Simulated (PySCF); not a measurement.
# Substituent chemical shifts

Parent skeleton `[OH:1][SiH3:2]`; one hydrogen on atom 2 is replaced by X. Hydrogens on one atom are averaged.

Theory: geometry: GFN2-xTB, shielding tensors at PBE0/pcSseg-1 (GIAO), in PySCF 2.14 (one conformer, isolated molecule, equivalent nuclei averaged, non-relativistic Hamiltonian).

Shifts are taken against calculated references (same method and geometry level): H2O for ¹⁷O (σ = 336.08 ppm); TMS for ²⁹Si (σ = 349.16 ppm) and ¹H (σ = 31.72 ppm).

Parent (X = H): O1 -2.9, Si2 -36.8, H(Si2) 5.04 ppm. Effects are Δδ = δ(X) − δ(H), positive for deshielding.

Question: Order these by the shift of Si2, most shielded first.
A. X = CH2CF3
B. X = CONH2
C. X = cPent

Answer: B (-14.3 ppm), A (+10.6 ppm), C (+23.9 ppm).

Question: Order these by the shift of O1, most shielded first.
A. X = CONH2
B. X = NHCHO
C. X = cPent

Answer: A (-2.5 ppm), C (+21.4 ppm), B (+26.3 ppm).

Question: Order these by the shift of H(Si2), most shielded first.
A. X = NHCHO
B. X = CONH2
C. X = cPent

Answer: C (-0.19 ppm), B (-0.06 ppm), A (+0.49 ppm).

Unscaled 17O shifts of doubly bonded oxygen tend to come out too high, by tens of ppm or more. Experimental scales use liquid or dissolved standards, which lie at an offset from isolated H2O (liquid H2O: subtract about 36 ppm).
